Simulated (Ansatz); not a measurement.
`F[SiH2]C[SiH2]Cl` + HCl → `F[SiH2]Cl` + `C[SiH2]Cl` at 400 K and 1 bar (ligand exchange at the Si–C bond).

Program: Ansatz. Geometries: PBE0-D4/def2-TZVP. ΔE: electronic, gas phase. CCSD(T)/CBS is the MP2 limit (def2-TZVPP, def2-QZVPP) plus CCSD(T) − MP2 in def2-TZVPP, frozen cores. This one scheme is used for every species. Each species was taken in one conformer, which may not be the lowest.

```csv
species,CCSD(T)/CBS energy (Eh),H − E (kJ/mol),S (J/(mol·K))
`F[SiH2]C[SiH2]Cl`,-1179.52116,210.1,419.1
HCl,-460.38127,29.6,195.4
`F[SiH2]Cl`,-849.96195,76.1,299.2
`C[SiH2]Cl`,-789.97638,169.2,322.9
```

H − E and S are ideal-gas, rigid-rotor, harmonic terms from PBE0-D4/def2-TZVP, for one conformer and one mirror image of each species. 1 Eh = 2625.50 kJ/mol, R = 8.31446 J/(mol·K).

Task: By hand: ΔE, ΔH, ΔS and ΔG.

Result: ΔE = (-849.96195) + (-789.97638) − (-1179.52116) − (-460.38127) = -0.03590 Eh = -94.3 kJ/mol. Δ(H − E) = 76.1 + 169.2 − 210.1 − 29.6 = 5.6, so ΔH = -88.7 kJ/mol. ΔS = 299.2 + 322.9 − 419.1 − 195.4 = 7.6 J/(mol·K). ΔG = -88.7 − 400 × (7.6)/1000 = -91.7 kJ/mol.

Task: By hand: the equilibrium constant, and the temperature at which ΔG would vanish if ΔH and ΔS stayed fixed.

Result: log₁₀ K = −ΔG/(RT ln 10) = 12.0. ΔH and −TΔS have one sign here, so there is no such temperature.

The number of gas molecules stays the same, so ΔS is small and ΔH decides. A doubt of 5 kJ/mol in ΔE shifts log₁₀ K by 0.7 here. Other conformers and mirror images would add mixing entropy, several J/(mol·K) or more a flexible species. Modes under 60 cm⁻¹, often nearly free rotors, make the harmonic entropy too high. These are equilibria of isolated gas molecules and say nothing of rates. Largest T1 diagnostic: 0.010 (customary marks: 0.02 for closed shells, 0.045 for open ones).

ΔS is within the doubt of such terms, so its sign, and with it that verdict, could turn.
